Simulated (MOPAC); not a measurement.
Input file for MOPAC: PM3 on F2GaHO (SMILES [OH][Ga]([F])[F]), a point of a torsion scan.

```
PM3 1SCF PRECISE CHARGE=0 THREADS=1
F2GaHO

O      1.25498185 1    -0.33588495 1    -0.34272946 1
Ga    -0.41251305 1     0.11424297 1    -0.36486899 1
F     -1.31140907 1     0.18013007 1     1.12425917 1
F     -1.28120124 1     0.40084165 1    -1.82893320 1
H      1.74824824 1    -0.11597883 1     0.45210697 1
```

It printed:

```
*******************************************************************************
 **                                                                           **
 **                              MOPAC v23.2.5                                **
 **                                                                           **
 *******************************************************************************
 ** MOPAC's Digital Object Identifier: https://doi.org/10.5281/zenodo.6511958 **
 **                                                                           **
 ** Please cite the open-source release paper for use of this MOPAC version:  **
 ** J. E. Moussa and J. J. P. Stewart (2026)                                  **
 ** MOPAC: An open-source semiempirical molecular orbital program             **
 ** J. Open Source Softw., 11(119), 8025, https://doi.org/10.21105/joss.08025 **
 *******************************************************************************

                              PM3 CALCULATION RESULTS

 *******************************************************************************
 *  PM3        - The PM3 Hamiltonian to be used
 *
 *
 *
 *                 CHARGE ON SYSTEM = 0
 *
 *
 *
 *  PRECISE    - TIGHTER CRITERIA TO BE USED
 *  1SCF       - DO 1 SCF AND THEN STOP
 *  THREADS=1  - MULTI-THREADING NOT USED
 *  T=         - A TIME OF 172800.0 SECONDS REQUESTED
 *  DUMP=N     - RESTART FILE WRITTEN EVERY 7200.0 SECONDS REQUESTED
 *******************************************************************************
PM3 1SCF PRECISE CHARGE=0 THREADS=1
 F2GaHO

   ATOM   CHEMICAL          X               Y               Z
  NUMBER   SYMBOL      (ANGSTROMS)     (ANGSTROMS)     (ANGSTROMS)

     1       O          1.25498185  *  -0.33588495  *  -0.34272946  *
     2      Ga         -0.41251305  *   0.11424297  *  -0.36486899  *
     3       F         -1.31140907  *   0.18013007  *   1.12425917  *
     4       F         -1.28120124  *   0.40084165  *  -1.82893320  *
     5       H          1.74824824  *  -0.11597883  *   0.45210697  *



          CARTESIAN COORDINATES

    NO.       ATOM           X           Y           Z

     1         O          1.2550     -0.3359     -0.3427
     2        Ga         -0.4125      0.1142     -0.3649
     3         F         -1.3114      0.1801      1.1243
     4         F         -1.2812      0.4008     -1.8289
     5         H          1.7482     -0.1160      0.4521

  H: (PM3): J. J. P. STEWART, J. COMP. CHEM. 10, 209 (1989).
  O: (PM3): J. J. P. STEWART, J. COMP. CHEM. 10, 209 (1989).
  F: (PM3): J. J. P. STEWART, J. COMP. CHEM. 10, 209 (1989).
 Ga: (PM3): J. J. P. STEWART, J. COMP. CHEM. 12, 320-341 (1991).

           Empirical Formula: H O Ga F2  =     5 atoms



      MOLECULAR POINT GROUP   :   C1


      RHF CALCULATION, NO. OF DOUBLY OCCUPIED LEVELS = 12


 -------------------------------------------------------------------------------
 PM3 1SCF PRECISE CHARGE=0 THREADS=1
 F2GaHO



     1SCF WAS SPECIFIED, SO BFGS WAS NOT USED
     SCF FIELD WAS ACHIEVED


                              PM3 CALCULATION
                                                       MOPAC v23.2.5 Linux




          FINAL HEAT OF FORMATION =       -175.50159 KCAL/MOL =    -734.29865 KJ/MOL


          COSMO AREA              =         95.09 SQUARE ANGSTROMS
          COSMO VOLUME            =         76.54 CUBIC ANGSTROMS

          IONIZATION POTENTIAL    =         12.865158 EV
          HOMO LUMO ENERGIES (EV) =        -12.865 -2.789
          NO. OF FILLED LEVELS    =         12
          MOLECULAR WEIGHT        =        124.7391         POINT GROUP:  C1

          MOLECULAR DIMENSIONS (Angstroms)

            Atom       Atom       Distance
            H     5    F     4     3.82725
            F     3    O     1     2.73856
            F     4    O     1     0.28918


          SCF CALCULATIONS        =          1





   ATOM   CHEMICAL          X               Y               Z
  NUMBER   SYMBOL      (ANGSTROMS)     (ANGSTROMS)     (ANGSTROMS)

     1       O          1.25498185  *  -0.33588495  *  -0.34272946  *
     2      Ga         -0.41251305  *   0.11424297  *  -0.36486899  *
     3       F         -1.31140907  *   0.18013007  *   1.12425917  *
     4       F         -1.28120124  *   0.40084165  *  -1.82893320  *
     5       H          1.74824824  *  -0.11597883  *   0.45210697  *

                             CARTESIAN COORDINATES

   1    O        1.254981850    -0.335884950    -0.342729460
   2   Ga       -0.412513050     0.114242970    -0.364868990
   3    F       -1.311409070     0.180130070     1.124259170
   4    F       -1.281201240     0.400841650    -1.828933200
   5    H        1.748248240    -0.115978830     0.452106970


           Empirical Formula: H O Ga F2  =     5 atoms



      MOLECULAR POINT GROUP   :   C1


                  EIGENVALUES
 -36.26169 -22.12871 -18.77053 -16.86519 -16.04457 -15.68753 -15.45720 -15.19077
 -15.11239 -14.78815 -13.02155 -12.86516  -2.78856  -2.28374  -1.67205  -1.28267
   4.15888


              NET ATOMIC CHARGES AND DIPOLE CONTRIBUTIONS

  ATOM NO.   TYPE          CHARGE      No. of ELECS.   s-Pop       p-Pop
    1          O          -0.589075        6.5891     1.79712     4.79196
    2         Ga           1.155327        1.8447     0.98326     0.86141
    3          F          -0.408497        7.4085     1.66314     5.74535
    4          F          -0.380077        7.3801     1.63188     5.74820
    5          H           0.222323        0.7777     0.77768
 DIPOLE           X         Y         Z       TOTAL
 POINT-CHG.     0.939     0.375     0.561     1.156
 HYBRID         0.519    -0.007     0.426     0.671
 SUM            1.458     0.369     0.987     1.798


          ATOMIC ORBITAL ELECTRON POPULATIONS

     Atom    s        px        py        pz
    1  O   1.79712   1.51577   1.79200   1.48418
    2 Ga   0.98326   0.25447   0.23896   0.36798
    3  F   1.66314   1.92463   1.94377   1.87696
    4  F   1.63188   1.92455   1.94121   1.88244
    5  H   0.77768

 **********************
 *                    *
 * JOB ENDED NORMALLY *
 *                    *
 **********************




 == MOPAC DONE ==
```

The run finished.

Cost: around 0.020 core-seconds (rough).
